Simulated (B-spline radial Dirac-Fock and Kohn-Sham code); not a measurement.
Spin-orbit splitting of the 2p hole in neutral atoms, Nd to Ir. Calculated with a radial finite-basis atomic code, using Dirac-Fock (average of configuration) total-energy differences with a finite nucleus, the Breit interaction including its frequency dependence, and self-energy and vacuum-polarisation corrections.

| Z | element | 2p1/2 (eV) | 2p3/2 (eV) | splitting (eV) |
| --- | --- | --- | --- | --- |
| 60 | Nd | 6727.1 | 6213.3 | 513.8 |
| 61 | Pm | 7017.8 | 6464.3 | 553.6 |
| 62 | Sm | 7315.8 | 6720.1 | 595.7 |
| 63 | Eu | 7621.2 | 6980.7 | 640.4 |
| 64 | Gd | 7942.3 | 7254.6 | 687.7 |
| 65 | Tb | 8254.7 | 7516.7 | 738.0 |
| 66 | Dy | 8583.1 | 7792.0 | 791.0 |
| 67 | Ho | 8919.5 | 8072.3 | 847.1 |
| 68 | Er | 9264.0 | 8357.5 | 906.4 |
| 69 | Tm | 9616.8 | 8647.7 | 969.1 |
| 70 | Yb | 9978.1 | 8942.9 | 1035 |
| 71 | Lu | 10356.9 | 9252.0 | 1105 |
| 72 | Hf | 10745.2 | 9566.8 | 1178 |
| 73 | Ta | 11143.2 | 9887.3 | 1256 |
| 74 | W | 11551.0 | 10213.6 | 1337 |
| 75 | Re | 11968.9 | 10545.5 | 1423 |
| 76 | Os | 12397.1 | 10883.2 | 1514 |
| 77 | Ir | 12835.7 | 11226.5 | 1609 |

**Question.** How does the splitting scale with Z?

**Answer.** A power law fitted over this range goes as Z^4.58. A fit of the fourth root gives (Z − 8.6)⁴, with a largest misfit of 0.7 %.
